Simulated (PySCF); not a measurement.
# PBE0 beside CCSD(T) along the second period: bonds to O

PBE0 and CCSD(T) in PySCF with x2c-TZVPPall on every atom, spin-free X2C, for the lowest determinant that a PBE0 search found; no spin–orbit coupling.

```tsv
molecule	state (unpaired electrons)	PBE0 Re (Å)	PBE0 ωe (cm⁻¹)	PBE0 De (eV)	CCSD(T) Re (Å)	CCSD(T) ωe (cm⁻¹)	CCSD(T) De (eV)
LiO	doublet (π ↑)	1.684	829	3.43	1.694	822	3.34
BeO	singlet (closed shell)	1.324	1547	4.42	?	?	?
BO	doublet (σ ↑)	1.200	1934	8.44	1.213	1872	8.10
OF	doublet (π ↑)	1.331	1168	2.35	1.356	1089	2.05
```

**Question.** Estimate the CCSD(T) values of BeO by adding the mean shift from PBE0 to CCSD(T) of the other rows, and compare with the calculation.

**Answer.** The mean shifts are +1.6 pm, -49 cm⁻¹ and -0.24 eV, which give 1.340 Å, 1498 cm⁻¹ and 4.18 eV. CCSD(T)/x2c-TZVPPall gives Re = 1.346 Å, ωe = 1433 cm⁻¹, De = 4.04 eV.

**Question.** What are the mean differences of PBE0 from CCSD(T) over the whole series?

**Answer.** Re -1.8 pm, ωe +66 cm⁻¹, De +0.28 eV.

In a basis of this size CCSD(T) is itself not converged; it tends to give bonds that are too long and too weak.

Correlated steps freeze the inner cores (1 to 2 orbitals); shallow outer-core shells are correlated. Where the molecule has an RHF reference, its open-shell atoms are computed with UHF. The CCSD T1 diagnostic is raised in BeO, a sign that a single reference may not be enough there. States were picked by a PBE0 search and need not be the measured ground states.
